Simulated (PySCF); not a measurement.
**Electrostatic potential from atomic charges**

Species: `COC1CCCC1`. Coordinates (PBE0-D3(BJ)/def2-SVP, Å) and charges (e) from the PBE0/pcSseg-1 density (PySCF):

```csv
atom,x,y,z,Mulliken,IAO,Hirshfeld,ESP-fitted
C1,2.687,-0.555,0.047,-0.0316,-0.1927,-0.0417,-0.1199
O2,1.598,0.173,0.517,-0.5014,-0.3879,-0.1410,-0.3956
C3,0.574,0.347,-0.433,+0.0059,+0.0895,+0.0475,+0.4007
C4,-0.204,-0.957,-0.725,-0.2078,-0.2843,-0.0806,-0.1268
C5,-1.682,-0.573,-0.661,-0.2339,-0.2523,-0.0686,-0.1580
C6,-1.712,0.490,0.434,-0.2324,-0.2563,-0.0697,+0.0104
C7,-0.468,1.327,0.133,-0.1717,-0.2676,-0.0754,-0.2066
H8,3.450,-0.570,0.838,+0.1207,+0.1522,+0.0475,+0.1202
H9,3.130,-0.096,-0.860,+0.0837,+0.1124,+0.0317,+0.0660
H10,2.427,-1.603,-0.200,+0.0887,+0.1132,+0.0325,+0.0522
H11,1.021,0.749,-1.364,+0.0940,+0.1036,+0.0247,-0.0293
H12,0.083,-1.441,-1.671,+0.1237,+0.1319,+0.0351,+0.0273
H13,0.027,-1.661,0.092,+0.1266,+0.1357,+0.0342,+0.0840
H14,-2.342,-1.431,-0.465,+0.1244,+0.1342,+0.0389,+0.0460
H15,-2.005,-0.130,-1.620,+0.1145,+0.1238,+0.0336,+0.0616
H16,-2.640,1.080,0.450,+0.1221,+0.1331,+0.0385,+0.0200
H17,-1.613,0.007,1.421,+0.1214,+0.1298,+0.0365,+0.0332
H18,-0.051,1.841,1.010,+0.1349,+0.1508,+0.0392,+0.0559
H19,-0.704,2.095,-0.620,+0.1183,+0.1309,+0.0368,+0.0588
```

Points outside the species (Å): A (-3.3, 3.7, 1.3); B (2.0, 2.2, -4.4); C (-4.5, -5.1, 2.6); D (-2.6, -0.7, 5.3); E (0.5, -3.9, -4.1).

Task: Find the potential V = 14.3996 V·Å × Σ q/r of each set of charges at these points.

Result: In volts:

| point | nearest atom | distance (Å) | Mulliken | IAO | Hirshfeld | ESP-fitted |
| --- | --- | --- | --- | --- | --- | --- |
| A | H16 | 2.83 | +0.046 | +0.003 | +0.001 | -0.019 |
| B | H11 | 3.50 | +0.040 | +0.078 | +0.022 | +0.063 |
| C | H14 | 5.25 | +0.008 | -0.011 | -0.003 | +0.002 |
| D | H17 | 4.06 | -0.088 | -0.094 | -0.031 | -0.051 |
| E | H12 | 3.48 | +0.134 | +0.105 | +0.030 | +0.066 |

Task: How far are the other sets from the ESP-fitted one at these points?

Result: Root-mean-square difference: Hirshfeld 0.028 V, IAO 0.029 V, Mulliken 0.046 V. The ESP scheme is a least-squares fit of atom-centred charges to the potential on four shells outside the van der Waals surface, with the total charge fixed.

Task: What energy would a point charge of +2 e have at E in the field of the ESP charges, leaving out polarisation?

Result: +0.132 eV = +12.7 kJ/mol, a repulsion.

One conformer (not necessarily the lowest) at the PBE0-D3(BJ)/def2-SVP geometry, without solvent, vibrations or thermal averaging.
